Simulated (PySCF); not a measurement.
SMILES [NH2][Cd][OH], B3LYP/def2-SVP optimised geometry.

```
6

Cd    -0.06     0.02     0.00
O     -2.03     0.03    -0.08
H     -2.35     0.07    -0.99
N      1.96     0.02     0.00
H      2.35    -0.82     0.44
H      2.35     0.82     0.52
```

Density from PySCF with B3LYP/def2-TZVP, def2 effective core potentials past Kr at that geometry. The core electrons that the potentials of Cd replace are not part of the density.

Minimum of the electron density along straight lines between bonded atoms, close to the bond critical point (lines longer than 1.1 times the sum of covalent radii, or with two minima, are not listed):

| bond | length / Å | ρ at the minimum / e bohr⁻³ | ∇²ρ there / e bohr⁻⁵ | position (fraction from the first atom) |
|---|---|---|---|---|
| Cd1–O2 | 1.976 | 0.115 | 0.54 | 0.52 |
| O2–H3 | 0.968 | 0.354 | -2.26 | 0.79 |
| Cd1–N4 | 2.016 | 0.116 | 0.40 | 0.52 |
| N4–H5 | 1.022 | 0.327 | -1.47 | 0.73 |
| N4–H6 | 1.022 | 0.327 | -1.47 | 0.73 |
